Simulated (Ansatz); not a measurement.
A structure drawn as `C[O][Al]1[CH2]C[O]1`, with this starting geometry:

Cartesian coordinates in Å:
```
C -1.8923 1.1417 -1.0996
O -1.9764 -0.2145 -1.0086
Al -0.5658 -0.8912 -0.0032
C 1.3474 -0.8744 -0.1447
C 1.3905 -0.5669 1.3468
O 0.0308 -0.7051 1.7383
H -2.7055 1.5566 -1.6580
H -0.9066 1.4460 -1.5465
H -1.9668 1.6239 -0.0086
H 1.8105 -1.7582 -0.4231
H 1.6880 0.0901 -0.7137
H 1.7210 0.4401 1.6155
H 2.0253 -1.2881 1.9054
```

Charge 0, multiplicity 1.

Q: Relax it with Ansatz at PBE-D4/def2-SVP and then PBE0-D4/def2-TZVP. Is the drawn bonding still there?

A: Yes, every drawn bond is still there and no new one forms.

Q: Give the relaxed structure. (An estimate is asked.)

A: Computed: 
```xyz
13

C    -0.741    1.903   -2.088
O     0.049    1.293   -1.113
Al    0.110    0.063    0.006
C     1.216   -0.779    1.358
C    -0.039   -1.677    1.458
O    -0.985   -1.169    0.488
H    -0.236    1.863   -3.059
H    -0.903    2.956   -1.835
H    -1.719    1.422   -2.191
H     2.116   -1.303    1.037
H     1.436   -0.218    2.267
H    -0.492   -1.634    2.453
H     0.188   -2.721    1.221
```
No frequency check was run.

Atoms count as bonded under 1.1 times the sum of their covalent radii (H–H under 0.85 Å, pairs among N, O and F under 1.55 Å), and a drawn bond as lost past 1.3 times.
